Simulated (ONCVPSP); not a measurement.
Cr: one change to an ONCV potential, before and after

| Property | Result |
| --- | --- |
| Element | Cr |
| Generator | ONCVPSP 4.0.1 |
| Type | optimised norm-conserving Vanderbilt (ONCV) |
| Functional | PBE |
| Relativity | non-relativistic |
| Frozen core | [Ne] |
| Valence charge | 14 |
| Reference configuration | 3s2 3p6 3d5 4s1 |
| Partial waves | 3s+4s: rc 1.60 bohr, ncon 3, nbas 7, qcut 9.4 1/bohr, 3 projectors, debl 2.2 Ha; 3p: rc 1.45 bohr, ncon 5, nbas 8, qcut 11.4 1/bohr, 2 projectors, debl 1.9 Ha; 3d: rc 1.75 bohr, ncon 3, nbas 8, qcut 7.9 1/bohr, 2 projectors, debl 1.1 Ha |
| Local potential | polynomial inside 1.30 bohr (lpopt 3, dvloc0 0 Ha) |
| Core correction | Teter function, fcfact 1.75, rcfact 1.1 |

All-electron outer shells of the reference configuration (PBE, non-relativistic, ld1.x):

```csv
shell,level (eV),outermost node (bohr),outermost maximum (bohr)
2p,-558.96,–,0.20
3s,-72.51,0.36,0.79
3p,-45.10,0.33,0.80
4s,-3.91,1.13,2.78
3d,-2.99,–,0.84
```

Change: s: qcut 8.6.

Cutoffs: the cutoffs (Ha) at which the residual kinetic energy of the hardest occupied pseudo-wave falls to 1 and 0.1 mHa per electron; they do not see the model core or the augmentation charge, which bear on the density cutoff. Errors are all-electron minus pseudo energies relative to the spin-unpolarised reference configuration.

Question: Predict the effect on cutoff, ghosts and configuration errors.

Answer: The potential gets neither clearly harder nor softer (26 Ha and 37 Ha → 26 Ha and 37 Ha); the d channel sets the loose cutoff, while the largest relative change is in s, which becomes softer; the errors of the 3 common tests hardly move; neither file shows a bound ghost.

```csv
quantity,base,changed
"cutoff, loose",26 Ha,26 Ha
"cutoff, tight",37 Ha,37 Ha
loose cutoff by channel,"s 25 Ha, p 25 Ha, d 26 Ha","s 21 Ha, p 25 Ha, d 26 Ha"
bound ghosts,none,none
GHOST(+) flags under 300 eV,none,none
tests with a reliable result,3 of 4,3 of 4
"error for 3s2 3p6 3d5 4s0, meV [ΔE 6.78 eV]",+5.8,+5.7
"error for 3s2 3p6 3d4 4s0, meV [ΔE 22.93 eV]",+7.7,+7.8
"error for 3s2 3p6 3d4 4s1 4p1, meV [ΔE 3.64 eV]",+27,+27
s: phases at 1.62 bohr within 0.05 rad from the reference energy up to (Ha; the scan ends near 5),to the end of the scan,to the end of the scan
p: phases at 1.47 bohr within 0.05 rad from the reference energy up to (Ha; the scan ends near 5),to the end of the scan,to the end of the scan
d: phases at 1.78 bohr within 0.05 rad from the reference energy up to (Ha; the scan ends near 5),to the end of the scan,to the end of the scan
"rms error of d²Exc/dni dnj with the model core, mHa",0.80,0.93
```
